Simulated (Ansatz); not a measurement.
```json
{"atom": "C", "x (Å)": "0.0473", "y (Å)": "-0.0721", "z (Å)": "-0.1255"}
{"atom": "H", "x (Å)": "-0.0184", "y (Å)": "0.9109", "z (Å)": "0.6502"}
{"atom": "H", "x (Å)": "0.1560", "y (Å)": "-0.8733", "z (Å)": "0.5090"}
```

Basis set: aug-cc-pVDZ (spherical functions). Left uncorrelated: 1 orbital. Charge 0, multiplicity 1.

Computed with Ansatz (development build ahead of 0.2.0); each method stands on the lowest determinant of its kind that the runs found. Restricted open shells among the atoms or ions are ROHF, correlated in semicanonical orbitals with singles.

Give the atomization energy at this shape (free ground-state atoms in the same class of orbitals less the molecule, no zero-point energy) of singlet CH₂ by RHF-MP2, RHF.

```csv
method,atomization energy
RHF-MP2,646.3 kJ/mol
RHF,493.1 kJ/mol
```

Caution: another spin multiplicity may lie lower; the shape is not the minimum.
